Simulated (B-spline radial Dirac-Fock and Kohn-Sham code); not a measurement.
## Total conversion coefficients of Lu against transition energy

Method: a Dirac-Hartree-Slater potential of the neutral atom with a Latter tail (no hole, which puts coefficients of high multipoles low close above an edge), finite nucleus with surface currents. Computed with a radial finite-basis atomic code. Subshells within 1 keV of threshold and pair formation are left out.

```csv
energy (keV),E2,E5,M2,M3,M4,M5
15.6,21600,3.81e+10,43800,1.42e+07,1.83e+09,1.50e+11
18.8,8480,7.63e+09,18000,4.18e+06,4.32e+08,2.97e+10
20,6220,4.52e+09,13400,2.80e+06,2.69e+08,1.74e+10
20.1,6070,4.34e+09,13100,2.71e+06,2.59e+08,1.67e+10
28.3,1100,2.64e+08,2640,301000,1.94e+07,9.23e+08
36.5,313,3.56e+07,817,60900,2.96e+06,1.12e+08
48.3,79.0,4.10e+06,231,11000,390000,1.14e+07
50,66.7,3.15e+06,198,8910,305000,8.65e+06
60.9,25.6,704000,82.7,2770,76000,1.80e+06
92,4.74,32000,46.8,390,4990,74600
94.8,4.21,25700,41.8,339,4140,59700
100,3.41,17300,34.2,265,2990,40300
116,1.94,5820,19.6,134,1240,13800
177,0.424,285,4.24,21.2,122,814
181,0.392,244,3.92,19.3,108,707
200,0.280,123,2.76,12.7,65.1,381
203,0.266,111,2.62,11.9,60.4,348
253,0.130,26.0,1.23,4.85,20.5,95.0
287,0.0881,11.7,0.808,2.94,11.3,46.8
341,0.0528,4.20,0.460,1.51,5.13,18.4
426,0.0284,1.24,0.227,0.659,1.94,5.91
500,0.0187,0.561,0.139,0.371,0.991,2.72
825,0.00584,0.0711,0.0327,0.0700,0.145,0.302
961,0.00424,0.0421,0.0215,0.0437,0.0853,0.165
1000,0.00391,0.0370,0.0193,0.0388,0.0745,0.142
1580,0.00161,0.00962,0.00592,0.0105,0.0175,0.0283
1800,0.00126,0.00683,0.00428,0.00743,0.0120,0.0187
1840,0.00121,0.00646,0.00406,0.00701,0.0112,0.0175
2000,0.00104,0.00523,0.00331,0.00564,0.00888,0.0135
```

Task: How fast do they fall between 1800 and 2000 keV?

Result: As powers of the energy: E2 E^-1.84, E5 E^-2.54, M2 E^-2.44, M3 E^-2.61, M4 E^-2.83, M5 E^-3.07. Within one type (E or M) the higher multipoles fall faster.
